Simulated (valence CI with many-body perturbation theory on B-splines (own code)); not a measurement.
Hyperfine factors and g values of P⁹⁺

Calculated by relativistic CI+MBPT: four valence electrons over a frozen Dirac-Fock core [He], radial functions for each j: 11 s, 11 p, 9 d, 7 f, 5 g, 2 h, 1 i, with the one-electron correlation potential Σ1 (screened to all orders), the two-electron term Σ2, the three-electron term Σ3, Breit, model QED; selected single and double excitations, second order for the rest, scaled by the run's own slope (own B-spline code, finite nucleus).

No measured levels were compared; by estimate levels of excited configurations hold to 0.05 to 0.15 % of their energy, terms of the ground configuration to about 0.5 %.

A/g_I is the dipole constant over the nuclear g factor μ/I (μ in nuclear magnetons, uniformly magnetised nucleus), B/Q the quadrupole constant per barn. Both hold the static response of the core; the bare values leave it out. Large factors of s and p1/2 electrons are usually good to 5 to 10 %; those of open d and f shells near neutrality can be off by tens of per cent, and small factors of p3/2, d and f electrons come from cancelling terms and can be off by a factor of two or in sign, in half-filled shells by more. B is blank for J = 1/2, where it vanishes, and for nearly pure S terms. Energies count from the lowest level. Levels with J = 0 are left out.

Names give the largest LS component (configuration and term), which can be under half, so a name can repeat, a term be missing and a line seem to break the LS rules; names also repeat where a configuration has a term twice.

```csv
Level,E (eV),g,A/g_I (MHz),A/g_I bare,B/Q (MHz/b),B/Q bare
2s²2p² ³P_1,0.46,1.500,-159,547,3880,3910
2s²2p² ³P_2,1.12,1.496,5270,5890,-7660,-7730
2s²2p² ¹D_2,7.41,1.003,7790,7800,15300,15400
2s2p³ ⁵S°_2,20.77,2.001,18000,18400,,
2s2p³ ³D°_2,40.07,1.169,11000,10900,2420,2440
2s2p³ ³D°_3,40.08,1.333,18800,18500,-83.5,-88.6
2s2p³ ³D°_1,40.10,0.503,-12300,-11800,1210,1220
2s2p³ ³P°_1,47.12,1.495,26600,26100,-1300,-1320
2s2p³ ³P°_2,47.15,1.497,21500,21100,-2350,-2370
2s2p³ ¹D°_2,60.13,1.000,8110,8100,-274,-263
2s2p³ ³S°_1,60.86,1.991,-19800,-16800,,
2s2p³ ¹P°_1,67.24,1.008,7600,7630,210,205
2p⁴ ³P_2,92.09,1.497,3360,4470,7240,7310
2p⁴ ³P_1,92.88,1.500,-1330,-143,-3660,-3690
2p⁴ ¹D_2,98.36,1.002,8190,8190,-14800,-14900
2s²2p3s ³P°_1,242.54,1.475,17600,17300,-3500,-3530
2s²2p3s ³P°_2,243.46,1.500,8220,8390,8160,8230
2s²2p3s ¹P°_1,245.13,1.024,4590,4930,7580,7640
2s²2p3p ¹P_1,252.44,0.909,10600,10400,-3590,-3620
2s²2p3p ³D_1,253.48,0.627,5630,5290,2030,2050
2s²2p3p ³D_2,253.72,1.169,5980,6070,4030,4060
2s²2p3p ³D_3,254.50,1.333,2990,3280,10200,10300
2s²2p3p ³S_1,255.40,1.902,-1230,-425,-231,-233
2s²2p3p ³P_1,256.33,1.562,3880,4370,2900,2920
2s²2p3p ³P_2,256.65,1.492,4780,5160,-4020,-4050
2s²2p3p ¹D_2,259.82,1.005,4950,4980,9880,9960
2s2p²3s ⁵P_1,264.55,2.501,33000,32700,-821,-829
2s2p²3s ⁵P_2,264.96,1.834,19400,19200,8250,8330
2s²2p3d ³F°_2,265.42,0.760,6190,6000,1410,1430
2s2p²3s ⁵P_3,265.50,1.667,19400,19200,-8300,-8370
2s²2p3d ³F°_3,266.01,1.088,3490,3510,4570,4620
2s²2p3d ¹D°_2,266.23,0.926,452,357,-4350,-4380
```

Task: Take the isotope of mass number 31, with I = 1/2, μ = 1.13093 μN. What is the hyperfine structure of 2s2p³ ³D°_2?

Result: From the table A = 25000 MHz. Shifts from the centre of gravity in MHz: F = 3/2: -37500, F = 5/2: 25000.
